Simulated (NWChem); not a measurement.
SiNH5; SMILES N[SiH3]

All runs: NWChem. Pople sets run with spherical d functions. All runs use the structure optimised with B3LYP/6-31G* (spherical d).

### Question
Order these by “orbital gap (eV)”, lowest first: PBE0/6-31+G*; PBE0/6-31G*; PBE0/STO-3G.

### Answer
PBE0/6-31+G* (7.23), PBE0/6-31G* (8.05), PBE0/STO-3G (11.70)
